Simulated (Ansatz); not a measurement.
`F[SiH](F)O[SiH2]Cl`. Charge 0, multiplicity 1. All single points use the PBE0-D4/def2-TZVP geometry. It is one conformer, not always the lowest.

```xyz
9

F    -1.322   -1.064   -1.628
Si   -0.210    0.055   -1.548
F     0.896   -0.302   -2.614
O     0.476    0.036   -0.094
Si    0.388   -0.079    1.529
Cl   -1.258    0.936    2.199
H    -0.801    1.356   -1.870
H     1.589    0.555    2.102
H     0.241   -1.494    1.923
```

(1) What is the dipole moment at PBE/def2-TZVPP? (An estimate is asked.)

(2) And with r2SCAN, B3LYP, ωB97M-V? (Best estimate.)

(3) Give the Mulliken charges with PBE, r2SCAN, ωB97M-V in def2-TZVPP. (Estimate.)

Results:

(1) Ansatz gave: 1.07 D, with components (0.58, 0.48, 0.76) D in this frame, pointing from negative to positive charge.

(2) Ansatz gave: r2SCAN 1.10 D, B3LYP 1.15 D, ωB97M-V 1.12 D.

(3) The calculation gave: 
```
atom    PBE  r2SCAN  ωB97M-V
  F1  -0.26   -0.30    -0.29
 Si2   0.70    0.84     0.77
  F3  -0.26   -0.30    -0.29
  O4  -0.26   -0.38    -0.35
 Si5   0.46    0.58     0.44
 Cl6  -0.21   -0.24    -0.21
  H7  -0.08   -0.07    -0.04
  H8  -0.05   -0.06    -0.01
  H9  -0.05   -0.06    -0.02
```

B3LYP here is the variant with VWN-RPA as its local correlation; programs differ in this.
